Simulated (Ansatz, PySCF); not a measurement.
This PySCF input computes a SVWN5/def2-TZVPD energy:

```python
from pyscf import gto, scf, dft

mol = gto.M(
    atom='''
    N    -1.15421248    0.08307660    0.34072297
    C    -0.06243382   -0.00609724    0.02334692
    O     1.11326156    0.01036218   -0.37064141
    H    -2.11967395    0.15073496    0.62657741
    H     1.66767176   -0.77858513   -0.18658848
    ''',
    basis='def2-tzvpd',
    charge=1,
    spin=0,
    verbose=4,
)

mf = dft.RKS(mol, xc='svwn').density_fit(auxbasis='def2-universal-jkfit')
mf.grids.level = 3
mf.conv_tol = 1e-9
mf.max_cycle = 100
mf.max_memory = 1500
mf.kernel()
if not mf.converged:
    mf = mf.newton()
    mf.kernel(mf.make_rdm1())
mf.analyze()
```

**Question.** Write an input for the same energy in Ansatz (a program for electronic structure) and say what it gives.

**Answer.** 
Ansatz 0.2 input:
```yaml
crystal:
  periodic: [false, false, false]
  atoms:
    - {symbol: N, position_ang: [-1.15421248, 0.08307660, 0.34072297]}
    - {symbol: C, position_ang: [-0.06243382, -0.00609724, 0.02334692]}
    - {symbol: O, position_ang: [1.11326156, 0.01036218, -0.37064141]}
    - {symbol: H, position_ang: [-2.11967395, 0.15073496, 0.62657741]}
    - {symbol: H, position_ang: [1.66767176, -0.77858513, -0.18658848]}
basis:
  gaussian:
    orbitals: def2-TZVPD
hamiltonian:
  xc: {name: SVWN5}
total_charge: 1
output: {forces: true}
```
It gives -167.69054 Eh, and PySCF -167.69058 Eh, a difference of 0.04 mEh, from the treatment of integrals and grids.

It need not be the lowest isomer of its formula.
